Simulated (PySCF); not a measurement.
An unknown shows these calculated signals:

1H NMR (400 MHz, computed): δ 7.46 (m, 1H), 7.29 (m, 1H), 7.18 (m, 1H), 7.14 (m, 1H), 6.90 (m, 1H), 3.70 (m, 1H), 3.67 (m, 1H), 2.46 (m, 1H), 2.30 (m, 1H).

13C{1H} NMR (computed): δ 170.1 (C), 161.8 (C), 154.0 (CH), 153.3 (C), 152.8 (CH), 127.5 (CH), 115.9 (CH), 115.6 (CH), 75.5 (CH2), 54.3 (CH), 53.4 (CH).

[PySCF 2.14.0 with density-fitted response routines: structure optimised with GFN2-xTB; shieldings: GIAO PBE0/pcSseg-1; non-relativistic Hamiltonian; no solvent model; one conformer]

Chemical shifts δ = σref − σ; TMS for 1H and 13C, all at this level.

Question: Which of these does the molecule contain: a benzene ring, an N-methyl group, a nitrile, a non-aromatic C=C double bond, an OH group?

Answer: 
- A benzene ring: yes.
- An N-methyl group: no.
- A nitrile: no.
- A non-aromatic C=C double bond: yes.
- An OH group: no.

The data belong to `Fc1ccc2c(c1)[C@@H]1C=C[C@H]2C1`, C11H9F; they needn't prove each group on their own.

Carbon signals by region: 2 in the far downfield region (above 160 ppm), 6 in the sp2 and nitrile region (100–160 ppm), 3 at 50–100 ppm. Above 160 ppm: 170.1, aromatic carbon bearing fluorine, 161.8, substituted aromatic carbon.

Splittings by 19F in the carbon and heteronuclear signals aren't shown, as no couplings were computed. Shifts are as computed. Against solution values, carbons near 30 ppm lie about +3 ppm off and those near 130 ppm about +5 ppm. Of 1211 compounds with measured shifts, 218 miss one by over three times the rms of a fit or turn the order of signals round; such compounds aren't used in these exercises. No couplings were computed; multiplicities are counted from neighbouring protons, with m where these are inequivalent, close in shift, in a saturated or five-membered ring or joined by F or P, and br s for small geminal =CH2 splittings.
